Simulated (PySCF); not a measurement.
C₃H₉BrF₂Ga₂O₂.
Numbering: `[CH3:1][O+:2]1[GaH2-:3][O+:4]([CH2:5][CH:6]([F:7])[F:8])[Ga@@H-:9]1[Br:10]` (hydrogens: H11, H12, H13 on C1; H14, H15 on Ga3; H16, H17 on C5; H18 on C6; H19 on Ga9)

Computed with PySCF 2.14.0, PBE0-D3(BJ)/def2-SVP geometry optimisation, gas phase.

Give the optimised bond lengths and angles.

| bond | length (bohr) |
| --- | --- |
| C1–O2 | 2.669 |
| O2–Ga3 | 3.754 |
| Ga3–O4 | 3.758 |
| O4–C5 | 2.648 |
| C5–C6 | 2.853 |
| C6–F7 | 2.540 |
| C6–F8 | 2.573 |
| O4–Ga9 | 3.661 |
| Ga9–Br10 | 4.375 |
| O2–Ga9 | 3.608 |
| C1–H11, C1–H12, C1–H13 | 2.082 |
| Ga3–H14 | 2.951 |
| Ga3–H15 | 2.945 |
| C5–H16 | 2.083 |
| C5–H17 | 2.088 |
| C6–H18 | 2.085 |
| Ga9–H19 | 2.931 |

Bonds in one row agree within 0.02 bohr and their mean is given. A selection of angles:
| angle | degrees |
| --- | --- |
| C1–O2–Ga3 | 124.6 |
| C1–O2–Ga9 | 124.7 |
| Ga3–O2–Ga9 | 100.3 |
| O2–Ga3–O4 | 78.6 |
| Ga3–O4–C5 | 123.0 |
| Ga3–O4–Ga9 | 99.2 |
| C5–O4–Ga9 | 124.2 |
| O4–C5–C6 | 109.2 |
| C5–C6–F7 | 109.6 |
| C5–C6–F8 | 108.7 |
| F7–C6–F8 | 108.2 |
| O4–Ga9–Br10 | 106.2 |
| O2–Ga9–O4 | 81.7 |
| O2–Ga9–Br10 | 106.8 |

Torsions: C1–O2–Ga3–O4 -149° (anticlinal); O2–Ga3–O4–C5 144° (anticlinal); Ga3–O4–C5–C6 64° (synclinal); O4–C5–C6–F7 -175° (antiperiplanar); Ga3–O4–Ga9–Br10 102° (anticlinal); C1–O2–Ga9–O4 149° (anticlinal).

Ga3 (gallium bonded to 2 O and 2 H) has angles from 78.6° to 131.9°. Ga9 (gallium bonded to Br, 2 O and H) has angles from 81.7° to 121.8°. The 4-membered ring O2–Ga3–O4–Ga9 has internal angles of 78.6° to 100.3°; it is almost planar, 0.02 Å rms from its mean plane, widest ring torsion 3°. Of the pairs four or more bonds apart, Br10···H13 is among the closest relative to their van der Waals radii: 3.08 Å, 101 % of the sum of Bondi's values. O2 (oxygen bonded to C and 2 Ga) has angles 124.7°, 124.6° and 100.3°, sum 349.5°, 0.32 Å off the plane of its three neighbours. O4 (oxygen bonded to C and 2 Ga) is pyramidal (angles 124.2°, 123.0° and 99.2°, sum 346.4°, 0.36 Å off the plane of its three neighbours). The 4 Ga–O bonds span 1.909 Å (O2–Ga9, drawn single) to 1.989 Å (Ga3–O4, drawn single), a spread of 0.080 Å.

Point group: C1 (no symmetry element, even within 0.4 Å). Stationary, but not proved a minimum. The numbers are those of one conformer.
